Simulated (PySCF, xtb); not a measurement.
hexafluoroantimonate (F6Sb), SMILES [F][Sb-]([F])([F])([F])([F])[F], charge -1.

GFN2-xTB in xtb 6.7.1 at its own geometry gives an orbital gap of 8.20 eV.

Geometry: B3LYP-D3(BJ)/def2-SVPD. The def2 effective core potentials stand for the cores of Sb; spin–orbit coupling is left out.

Question: What does PySCF with CAM-B3LYP/def2-SVPD give? (An estimate is asked for; the answer gives what the named calculation found.)

Answer: gap 10.78 eV (levels -8.31 and 2.48 eV).
